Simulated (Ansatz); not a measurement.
`[OH][AlH][Al]1[AlH][S]1`, relaxed with RKS PBE-D4/def2-SVP in the Gaussian-basis code of Ansatz from a rough embedded geometry. The force threshold is 0.03 eV/Å; the program also tests the step.

Total charge 0; spin multiplicity 1.

Start:

```xyz
8

O    -0.528    1.412   -2.188
Al   -0.026    1.692   -0.501
Al   -0.065   -0.215    1.079
Al    0.298   -2.658    1.114
S     0.631   -1.401    2.886
H    -1.483    1.612   -2.276
H     0.407    3.162    0.015
H     0.765   -3.605   -0.129
```

(1) How much energy does the relaxation release, and in how many steps? (An estimate is asked.)

(2) Which bonds change most? (Best estimate.)

(3) Give the relaxed structure. (Best estimate.)

## Answers

(1) The calculation gave: 1.52 eV, in 29 steps, 1 of them rejected.

(2) The calculation gave: Al2–Al3 from 2.476 to 2.593 Å; O1–Al2 from 1.782 to 1.725 Å; Al4–S5 from 2.197 to 2.240 Å; Al3–Al4 from 2.470 to 2.428 Å.

(3) The calculation gave: 
```xyz
8

O    -1.144    2.355   -1.680
Al    0.097    1.919   -0.565
Al    0.434   -0.513    0.267
Al    0.853   -2.813    0.921
S    -0.644   -1.530    1.982
H    -1.820    1.758   -2.038
H     1.026    3.157   -0.162
H     1.198   -4.333    1.276
```
